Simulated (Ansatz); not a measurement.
Reaction (redistribution): `C[SiH2][CH2][AlH2]` + `COBCS` → `C[SiH2][CH2][AlH][SH]` + `CBOC`

Gas-phase electronic energies from Ansatz, PBE0-D4/def2-TZVP geometries. CCSD(T)/CBS is the MP2 limit (def2-TZVPP, def2-QZVPP) plus CCSD(T) − MP2 in def2-TZVPP, frozen cores. Functionals use def2-TZVPP. B3LYP here is the variant with VWN-RPA as its local correlation; programs differ in this. One conformer a species, not always the lowest.

| level | ΔE (kJ/mol) |
| --- | --- |
| PBE-D4 | -177.5 |
| B3LYP-D4 | -179.3 |
| PBE0 | -180.2 |
| MP2/def2-TZVPP | -184.0 |
| SCS-MP2/def2-TZVPP | -178.7 |
| CCSD/def2-TZVPP | -180.5 |
| HF/def2-QZVPP | -179.0 |
| SCS-MP2/def2-QZVPP | -179.9 |

(1) What does CCSD(T)/CBS give? (An estimate is asked.)

Largest T1 diagnostic among the species: 0.013.

## Answers

(1) Computed: -182.2 kJ/mol. The listed levels differ from it by 4.7, 2.9, 2.0, -1.8, 3.5, 1.7, 3.2, 2.3 kJ/mol.

From PBE to PBE0 (25 % exact exchange), in def2-TZVPP and without D4, ΔE moves by −3.5 kJ/mol.
